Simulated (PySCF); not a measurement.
HfO₂, SMILES [O]=[Hf]=[O], multiplicity 1. Atoms are numbered in the order given.

```xyz
3

Hf     0.0000     0.0000     0.1965
O      0.0000    -1.4334    -0.8843
O      0.0000     1.4334    -0.8843
```

Geometry: PBE-D3(BJ)/def2-TZVP. The multiplicity is an assumed one; other spin states were not compared. The isomer is the one that the SMILES or the coordinates give; other isomers of the formula were not compared. The def2 effective core potentials stand for the cores of Hf; spin–orbit coupling is left out.

The numbers are results of PySCF with HF/def2-TZVPD, not measurements.

Symmetry labels are those of the subgroup C2v that the program uses (full group C2v).

Computed valence orbital energies around the gap with their symmetry:
```tsv
orbital	symmetry	energy (eV)
HOMO−7	A1	-30.62
HOMO−6	B2	-30.09
HOMO−5	A1	-12.73
HOMO−4	B2	-12.18
HOMO−3	A2	-11.42
HOMO−2	A1	-11.23
HOMO−1	B1	-11.04
HOMO	B2	-10.31
LUMO	A1	-1.59
LUMO+1	B1	0.11
LUMO+2	A1	0.79
LUMO+3	B2	1.02
```
